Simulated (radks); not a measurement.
Species: Ca3+. Configuration: [Ne] 3s2 3p5. Calculated with a radial shooting solver on a logarithmic mesh with Libxc functionals: scalar-relativistic Kohn-Sham, exchange-only PBE, spin-polarised, spherical densities, finite nucleus; open shells are filled with parallel spins first; Fermi nuclear charge, rms radius 3.4776 fm.

Radial electron density D(r) = 4 pi r^2 rho(r):

| r (bohr) | D(r) (e/bohr) | spin D(r) |
|---|---|---|
| 0.005056 | 1.476 | -0.00000282 |
| 0.006377 | 2.216 | 8.94e-07 |
| 0.008106 | 3.324 | 0.0000146 |
| 0.01022 | 4.834 | 0.0000527 |
| 0.013 | 6.957 | 0.000156 |
| 0.01639 | 9.616 | 0.000403 |
| 0.02067 | 12.83 | 0.000981 |
| 0.02628 | 16.52 | 0.00235 |
| 0.03314 | 19.96 | 0.00525 |
| 0.04179 | 22.55 | 0.0112 |
| 0.05312 | 23.54 | 0.0235 |
| 0.067 | 22.48 | 0.0454 |
| 0.08449 | 19.94 | 0.0817 |
| 0.1074 | 17.50 | 0.137 |
| 0.1355 | 17.30 | 0.200 |
| 0.1722 | 20.04 | 0.253 |
| 0.2172 | 23.55 | 0.252 |
| 0.2739 | 24.29 | 0.173 |
| 0.3482 | 19.91 | 0.0452 |
| 0.4391 | 12.70 | -0.00106 |
| 0.5537 | 7.182 | 0.167 |
| 0.7039 | 5.912 | 0.566 |
| 0.8877 | 6.990 | 0.929 |
| 1.119 | 6.805 | 0.966 |
| 1.423 | 4.470 | 0.650 |
| 1.795 | 1.963 | 0.285 |
| 2.282 | 0.5245 | 0.0740 |
| 2.877 | 0.08574 | 0.0114 |
| 3.629 | 0.007192 | 0.000860 |

D(r) has 3 maxima, at r = 0.0527, 0.255, 0.985 bohr, and minima at 0.123, 0.671 bohr, inside which lie 2.15, 10.38 electrons.
